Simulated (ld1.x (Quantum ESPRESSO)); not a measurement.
# fluorine (F): variants of one ultrasoft potential

Base potential:

* Element: fluorine (F)
* Generator: ld1.x (Quantum ESPRESSO) 7.5
* Type: ultrasoft
* Functional: LDA (PZ)
* Relativity: scalar-relativistic
* Frozen core: [He]
* Valence charge: 7
* Reference configuration: 2s1.5 2p5.5
* Partial waves: 2s (bound): rcut 0.70, rcutus 0.85 bohr; 2s channel at 1.2 Ry: rcut 0.70, rcutus 0.85 bohr; 2p (bound): rcut 1.15, rcutus 1.40 bohr; 2p channel at 3.15 Ry: rcut 1.15, rcutus 1.40 bohr
* Local potential: all-electron potential smoothed inside 1.05 bohr (lloc = -2)
* Core correction: a·sin(br)/r model core inside 0.45 bohr
* Augmentation charge: PSQ, radius 0.75 bohr

Cutoffs, loose and tight: the cutoffs (Ry, on a coarse ladder) from which the occupation-weighted sum of valence levels, in a spherical-Bessel basis at the reference potential, stays within 10 and 1 mRy of its value at 400 Ry. They do not see the model core or the augmentation charge, which bear on the density cutoff. Test errors are all-electron minus pseudo excitation energies from the reference, over the configurations 2s2 2p5; 2s2 2p4; 2s2 2p3; 2s1 2p6; 2s2 2p1; 2s1 2p5; 2s2 2p4.5 (two spin-polarised tests are not counted in the largest error). A dash means not determined; rows that change the core or the reference have their own tests. The largest error is taken over the tests solved by every variant that gives reliable tests at all: 2s1 2p5; 2s1 2p6; 2s2 2p3; 2s2 2p4; 2s2 2p4.5; 2s2 2p5.

Cutoffs are not given where the Bessel-basis levels miss the radial ones by over 6 mRy, ghosts where they miss by over 20 mRy; a channel whose overlap is not positive is not tested.

A file whose overlap is not positive is unfit for use, and its test errors describe a broken file.

| change | outcome | cutoff, loose | cutoff, tight | bound ghosts | largest test error (meV) |
| --- | --- | --- | --- | --- | --- |
| base | generated | 40 Ry | 70 Ry | none | +20 |
| local potential all-electron potential smoothed inside 1.66 bohr (lloc = -2) | generated | 40 Ry | 70 Ry | none | +28 |
| core correction a·sin(br)/r model core inside 0.90 bohr | generated | 40 Ry | 70 Ry | none | +33 |
| wave 2s channel at 1.2 Ry: rcut 0.70, rcutus 0.85 bohr becomes 2s channel at -1.87 Ry: rcut 0.70, rcutus 0.85 bohr | generated | 40 Ry | 70 Ry | none | +25 |
| local potential all-electron potential smoothed inside 0.65 bohr (lloc = -1) | generated, overlap not positive | – | – | not determined (overlap not positive) | +330 |
| waves 2p (bound): rcut 1.15, rcutus 1.66 bohr; 2p channel at 3.15 Ry: rcut 1.15, rcutus 1.66 bohr | generated | 30 Ry | 50 Ry | none | -25 |
| augmentation built from norm-conserving waves at rcut, not smoothed further | generated | – | – | not determined | -850 |
| all radii but the core radius scaled by about 0.80 (s 0.68, p 1.12 bohr, rcut 0.56/0.92); local potential all-electron potential smoothed inside 0.84 bohr (lloc = -2); augmentation PSQ, radius 0.60 bohr | generated | 70 Ry | 120 Ry | none | +3.7 |
| reference 2s2 2p4 | generated | 40 Ry | 80 Ry | none | +76 |
| waves 2s (bound): rcut 0.70, rcutus 1.10 bohr; 2s channel at 1.2 Ry: rcut 0.70, rcutus 1.10 bohr | generated | 40 Ry | 70 Ry | none | +12 |
| reference 2s2 2p5 | generated | 35 Ry | 80 Ry | none | +47 |
| wave 2s channel at 1.2 Ry: rcut 0.70, rcutus 0.85 bohr becomes 2s channel at -1.64 Ry: rcut 0.70, rcutus 0.85 bohr | generated | 40 Ry | 70 Ry | none | +22 |
